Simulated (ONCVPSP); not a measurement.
# Before and after: ONCV potential for Ag (Z = 47)

| Quantity | Value |
| --- | --- |
| Element | silver |
| Generator | ONCVPSP 4.0.1 |
| Type | optimised norm-conserving Vanderbilt (ONCV) |
| Functional | PBE |
| Relativity | scalar-relativistic |
| Frozen core | [Ar] 3d10 |
| Valence charge | 19 |
| Reference configuration | 4s2 4p6 4d10 5s1 |
| Partial waves | 4s+5s: rc 1.25 bohr, ncon 4, nbas 7, qcut 9.1 1/bohr, 2 projectors; 4p: rc 1.45 bohr, ncon 4, nbas 8, qcut 10.4 1/bohr, 1 projector; 4d: rc 1.75 bohr, ncon 4, nbas 9, qcut 8.4 1/bohr, 3 projectors, debl 2.2 Ha |
| Local potential | polynomial inside 0.80 bohr (lpopt 5, dvloc0 0 Ha) |
| Core correction | polynomial model core, fcfact 0.4 |

Change: p: qcut 13.1.

Cutoffs: the cutoffs (Ha) at which the residual kinetic energy of the hardest occupied pseudo-wave falls to 1 and 0.1 mHa per electron; they do not see the model core or the augmentation charge, which bear on the density cutoff. Errors are all-electron minus pseudo energies relative to the spin-unpolarised reference configuration.

**Question.** What does the change do?

**Answer.** The potential gets harder (34 Ha and 39 Ha → 48 Ha and 58 Ha); of the 4 tests that both files solve, the error grows in 0 and shrinks in 1 by more than 15 % and 0.3 meV (median size 1.8 → 1.9 meV); neither file shows a bound ghost. The waves are optimised to have the least kinetic energy above qcut, so the cutoff follows it (qcut²/2 in Ha).

```tsv
quantity	base	changed
cutoff, loose	34 Ha	48 Ha
cutoff, tight	39 Ha	58 Ha
loose cutoff by channel	s 34 Ha, p 30 Ha, d 26 Ha	s 34 Ha, p 48 Ha, d 26 Ha
bound ghosts	none	none
GHOST(+) flags under 300 eV	s at 84.9 eV	s at 84.9 eV
error for 4s2 4p6 4d10 5s0, meV [ΔE 7.76 eV]	-0.9	-0.9
error for 4s2 4p6 4d9 5s0, meV [ΔE 29.87 eV]	-2.7	-2.9
error for 4s2 4p6 4d8 5s0, meV [ΔE 66.06 eV]	+8.1	+6.8
error for 4s2 4p6 4d10 5s0.5, meV [ΔE 3.02 eV]	-0.4	-0.4
s: phases at 1.27 bohr within 0.05 rad from the reference energy up to (Ha; the scan ends near 5)	2.9	2.9
p: phases at 1.47 bohr within 0.05 rad from the reference energy up to (Ha; the scan ends near 5)	0.6	1.1
d: phases at 1.77 bohr within 0.05 rad from the reference energy up to (Ha; the scan ends near 5)	to the end of the scan	to the end of the scan
rms error of d²Exc/dni dnj with the model core, mHa	0.42	0.39
```
